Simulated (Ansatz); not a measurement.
`[CH3][SnH2][SiH2]O` + `[OH][AlH2]` → `[CH3][SnH2][O][AlH2]` + silanol  (cleavage of the Sn–Si bond)

Program: Ansatz. Geometries: PBE0-D4/def2-TZVP. ΔE: electronic, gas phase. CBS: MP2 limit from def2 TZ/QZ plus the TZ coupled-cluster correction, frozen cores. This one scheme is used for every species. Functionals use def2-TZVPP. def2 core potentials past Kr. For Sn outer-core shells are correlated without core-valence functions, which leaves a few kJ/mol of doubt a bond. Each species was taken in one conformer, which may not be the lowest.

`[CH3][SnH2][SiH2]O`:

Cartesian coordinates in Å:
```
C -1.246 -0.921 1.474
Sn -0.547 -0.744 -0.548
Si 1.530 0.770 -0.714
O 1.180 2.344 -0.338
H -0.480 -1.391 2.091
H -1.470 0.067 1.877
H -2.150 -1.531 1.502
H -1.815 -0.090 -1.504
H -0.211 -2.310 -1.159
H 2.557 0.356 0.276
H 2.125 0.661 -2.078
H 0.526 2.789 -0.878
```

`[OH][AlH2]`:

```xyz
5

O     0.527    0.727    0.821
Al   -0.384   -0.264   -0.210
H     1.452    0.919    0.684
H     0.304   -0.920   -1.478
H    -1.899   -0.462    0.183
```

`[CH3][SnH2][O][AlH2]`:

```xyz
11

C    -1.392    0.329   -1.148
Sn   -0.047    1.314    0.182
O     1.055   -0.068    1.020
Al    1.535   -1.675    1.061
H    -2.017    1.058   -1.666
H    -0.825   -0.241   -1.883
H    -2.031   -0.351   -0.585
H    -0.839    2.103    1.475
H     1.049    2.351   -0.620
H     0.914   -2.701    0.018
H     2.597   -2.120    2.147
```

`O[SiH3]`:

Cartesian coordinates in Å:
```
O 1.053 0.298 -0.667
Si -0.346 -0.182 0.059
H 1.623 0.899 -0.187
H -0.084 -0.901 1.336
H -1.012 -1.089 -0.902
H -1.234 0.975 0.361
```

Question: Is it downhill or uphill in electronic energy at CCSD(T)/CBS, and by how much? (Best estimate.)

Answer: The calculation gave: Downhill: ΔE = -21.8 kJ/mol.

Question: What do these levels give: PBE-D4, PBE0-D4, B2PLYP, PBE0, SCS-MP2/def2-TZVPP, CCSD/def2-TZVPP, CCSD(T)/def2-TZVPP, HF/def2-QZVPP, MP2/def2-QZVPP, SCS-MP2/def2-QZVPP, HF/CBS(def2), MP2/CBS(def2)? (An estimate is asked.)

Answer: The calculation gave: PBE-D4 -1.5, PBE0-D4 -4.4, B2PLYP -23.9, PBE0 -4.9, SCS-MP2/def2-TZVPP -31.3, CCSD/def2-TZVPP -23.5, CCSD(T)/def2-TZVPP -22.7, HF/def2-QZVPP -42.9, MP2/def2-QZVPP -24.3, SCS-MP2/def2-QZVPP -31.6, HF/CBS(def2) -43.3, MP2/CBS(def2) -22.9 kJ/mol.

Largest T1 diagnostic among the species: 0.013.

In def2-TZVPP, CCSD(T) changes the Hartree–Fock value by +17.4 kJ/mol (the triples alone add +0.8 kJ/mol) and MP2 by +16.3 kJ/mol.
